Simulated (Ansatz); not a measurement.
[WO3(OH)]- (WO₄H⁻). The state is a singlet with charge -1. Geometry r2SCAN-D4/def2-SVPD.

```xyz
6

W     0.265    0.314   -0.204
O    -0.181    1.976   -0.576
O     1.669    0.283    0.860
O     0.658   -0.559   -1.683
O    -1.258   -0.543    0.683
H    -1.154   -1.471    0.920
```

In the def2 sets W takes a core potential; there is no spin–orbit coupling. HSE06 is defined as in plane-wave codes, on full-range PBE exchange.

Q: Estimate the orbital energies around the gap (eV) in Ansatz with PBE-D4/def2-SVPD, PBE0-D4/def2-SVPD, PBE0-D4/def2-TZVPD, HSE06-D4/def2-TZVPD, ωB97X-V/def2-TZVPD.

A: 
```
orbital  PBE-D4/def2-SVPD  PBE0-D4/def2-SVPD  PBE0-D4/def2-TZVPD  HSE06-D4/def2-TZVPD  ωB97X-V/def2-TZVPD
HOMO−13            -16.52             -19.51              -19.81               -19.39              -22.56
HOMO−12            -16.50             -19.48              -19.78               -19.36              -22.53
HOMO−11             -8.13             -10.01               -9.94                -9.53              -12.61
HOMO−10             -4.95              -6.76               -6.67                -6.25               -9.34
 HOMO−9             -4.67              -6.47               -6.36                -5.94               -9.07
 HOMO−8             -4.53              -6.33               -6.18                -5.77               -8.87
 HOMO−7             -4.51              -6.31               -6.17                -5.75               -8.85
 HOMO−6             -3.87              -5.59               -5.47                -5.05               -8.04
 HOMO−5             -3.49              -5.16               -5.05                -4.64               -7.60
 HOMO−4             -2.92              -4.59               -4.52                -4.11               -7.06
 HOMO−3             -2.52              -4.03               -3.98                -3.57               -6.46
 HOMO−2             -1.90              -3.45               -3.38                -2.98               -5.85
 HOMO−1             -1.88              -3.42               -3.35                -2.94               -5.79
   HOMO             -1.65              -3.21               -3.09                -2.68               -5.50
   LUMO              2.74               3.39                3.12                 2.82                4.30
 LUMO+1              3.26               4.04                4.13                 3.78                4.96
 LUMO+2              3.46               4.24                4.17                 3.93                5.00
 LUMO+3              4.15               4.69                4.20                 3.97                5.16
 LUMO+4              4.40               4.89                4.22                 3.99                6.15
 LUMO+5              4.48               4.94                4.38                 4.01                6.23
```
